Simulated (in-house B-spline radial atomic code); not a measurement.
Inner levels of scandium as electrons are removed. A shift is the extra binding of the orbital against the neutral atom ([Ar] 3d1 4s2). The density at the nucleus is averaged over the nuclear charge. Computed with a radial B-spline atomic code at the basis-set limit: Dirac-Hartree-Fock, average of the configuration, finite nuclei.

```
  ion  configuration  shift of 2p3/2 (eV)  shift of 2s1/2 (eV)  shift of 2p1/2 (eV)  radius of 2p3/2 (bohr)  radius of 2s1/2 (bohr)  radius of 2p1/2 (bohr)  Σ<r²> (bohr²)  change of density at nucleus (bohr⁻³)
   Sc   [Ar] 3d1 4s2                    0                    0                    0                 0.30697                 0.34051                 0.30446         52.791                                      -
  Sc+   [Ar] 3d1 4s1               6.8778               6.8469                6.878                 0.30696                 0.34052                 0.30445         30.457                                -1.4793
 Sc2+       [Ar] 3d1                    ?                    ?                    ?                       ?                       ?                       ?              ?                                      ?
 Sc3+   [Ne] 3s2 3p6               33.069               33.078               33.065                 0.30685                  0.3405                 0.30435         12.533                                -2.1572
 Sc4+   [Ne] 3s2 3p5               56.141               56.151               56.145                 0.30699                 0.34014                 0.30449          10.37                                  3.208
 Sc5+   [Ne] 3s2 3p4                80.94               80.927               80.955                 0.30659                 0.33968                  0.3041         8.4956                                 9.1939
 Sc6+   [Ne] 3s2 3p3                    ?                    ?                    ?                       ?                       ?                       ?              ?                                      ?
 Sc7+   [Ne] 3s2 3p2               135.46               135.33               135.51                 0.30548                 0.33851                 0.30301         5.3964                                 23.021
 Sc8+   [Ne] 3s2 3p1                165.1               164.86               165.17                 0.30476                 0.33778                 0.30231         4.0979                                 30.866
 Sc9+       [Ne] 3s2               196.26               195.88               196.36                 0.30394                 0.33696                 0.30151         2.9327                                 39.337
Sc10+       [Ne] 3s1                228.8               227.32               228.92                 0.30304                 0.33701                 0.30063         1.8989                                -6.2068
Sc11+   [He] 2s2 2p6                    ?                    ?                    ?                       ?                       ?                       ?              ?                                      ?
Sc12+   [He] 2s2 2p5                337.2               324.98               337.55                 0.29446                 0.33107                  0.2922        0.79926                                -28.235
Sc13+   [He] 2s2 2p4               414.73                392.3               415.29                 0.28727                 0.32575                 0.28511        0.66355                                 2.3074
```

Question: Fill in the row of Sc2+.

Answer: shift of 2p3/2 (eV): 15.341; shift of 2s1/2 (eV): 15.25; shift of 2p1/2 (eV): 15.341; radius of 2p3/2 (bohr): 0.30693; radius of 2s1/2 (bohr): 0.34053; radius of 2p1/2 (bohr): 0.30442; Σ<r²> (bohr²): 16.217; change of density at nucleus (bohr⁻³): -4.394.

Question: Fill in the row of Sc6+.

Answer: shift of 2p3/2 (eV): 107.4; shift of 2s1/2 (eV): 107.34; shift of 2p1/2 (eV): 107.43; radius of 2p3/2 (bohr): 0.30609; radius of 2s1/2 (bohr): 0.33914; radius of 2p1/2 (bohr): 0.30361; Σ<r²> (bohr²): 6.8519; change of density at nucleus (bohr⁻³): 15.798.

Question: Fill in the row of Sc11+.

Answer: shift of 2p3/2 (eV): 262.58; shift of 2s1/2 (eV): 259.89; shift of 2p1/2 (eV): 262.73; radius of 2p3/2 (bohr): 0.30208; radius of 2s1/2 (bohr): 0.33654; radius of 2p1/2 (bohr): 0.29969; Σ<r²> (bohr²): 0.94924; change of density at nucleus (bohr⁻³): -57.097.
